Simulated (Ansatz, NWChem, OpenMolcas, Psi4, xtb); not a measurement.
Ligand exchange: GeHF + C2H3N → GeH(NH2) + C2HF

Species: GeHF `[F][GeH]`, singlet; C2H3N `C#CN`, singlet; GeH(NH2), singlet; C2HF (fluoroacetylene) `C#CF`, singlet. The partners trade F for NH2: Ge–F and C–NH2 bonds give way to Ge–NH2 and C–F.

Shapes, held fixed at every level: PBE0-D4/def2-TZVP. Flexible molecules stand in one conformer, not always the lowest. Programs: Ansatz 0.2.0, NWChem 7.3.0, OpenMolcas 26.06, Psi4 1.11, xtb 6.7.1. A level may come from different programs for different species; with the same settings they agree closely. Electronic energies: no zero-point or thermal term.

```json
{"level": "GFN1-xTB", "kind": "semi-empirical", "ΔE (kJ/mol)": "+74.6"}
{"level": "HF/STO-3G", "kind": "Hartree–Fock", "ΔE (kJ/mol)": "-45.3"}
{"level": "HF/3-21G", "kind": "Hartree–Fock", "ΔE (kJ/mol)": "+69.2"}
{"level": "HF/def2-SVP", "kind": "Hartree–Fock", "ΔE (kJ/mol)": "+113.6"}
{"level": "B3LYP/6-31G* (spherical functions)", "kind": "global hybrid", "ΔE (kJ/mol)": "+97.9"}
{"level": "PBE0/def2-SVP", "kind": "global hybrid", "ΔE (kJ/mol)": "+93.9"}
```

PBE0/def2-SVP gives ΔE = +93.9 kJ/mol; the levels span -45.3 to +113.6. They disagree on the sign: 5 of 6 are positive. The median of the levels is +84.3. No measured value is set beside it here. Relativity is left out for Ge. Rows in sets without polarisation functions are far from converged.
